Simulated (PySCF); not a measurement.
CH6CdSSi. Atoms are numbered in the order given.

```xyz
10

Cd    -0.1384     0.1431     0.1988
S      1.9577     0.1724    -0.9470
C      1.8135    -1.2625    -2.0987
H      1.6904    -2.2141    -1.5623
H      2.7566    -1.3062    -2.6621
H      0.9908    -1.1369    -2.8168
Si    -2.3294     0.1532     1.4379
H     -2.6876    -1.2219     1.9020
H     -3.4413     0.6460     0.5693
H     -2.2605     1.0382     2.6405
```
Charge 0, spin multiplicity 1.

The structure is a stationary point at B3LYP-D3(BJ)/def2-SVP. The structure was generated by enumeration; whether it is a known compound was not checked. The def2 effective core potentials stand for the cores of Cd; spin–orbit coupling is left out. The values are those of a single conformer.

Level of theory: TDDFT-PBE/def2-SVPD (PySCF 2.14.0).

Vertical excitations. The molecule is in vacuum.

Computed UV-visible absorptions:
```
state  energy (eV)  λ (nm)      f                                              main pairs
-----  -----------  ------  -----  ------------------------------------------------------
S1            3.42     362  0.000                                         HOMO→LUMO 100 %
S2            3.84     323  0.009                                       HOMO→LUMO+1 100 %
S3            3.97     312  0.012                                        HOMO→LUMO+2 91 %
S4            4.34     286  0.007                                        HOMO−1→LUMO 91 %
S5            4.67     266  0.002                                      HOMO−1→LUMO+2 99 %
S6            5.35     232  0.704                                      HOMO−1→LUMO+1 77 %
S7            5.45     227  0.001                      HOMO→LUMO+3 83 %, HOMO→LUMO+4 16 %
S8            5.52     224  0.001                      HOMO→LUMO+4 84 %, HOMO→LUMO+3 15 %
S9            5.95     209  0.028                      HOMO→LUMO+5 61 %, HOMO−2→LUMO 32 %
S10           6.00     207  0.049  HOMO−2→LUMO 46 %, HOMO→LUMO+5 33 %, HOMO−1→LUMO+3 13 %
T1            3.34     372      0                                          HOMO→LUMO 99 %
T2            3.56     348      0                                        HOMO→LUMO+1 99 %
T3            3.60     344      0                                        HOMO→LUMO+2 99 %
T4            4.00     310      0                                        HOMO−1→LUMO 94 %
```
Triplets are in the Tamm–Dancoff approximation, which puts them higher than full response would, so one can lie above its singlet here.
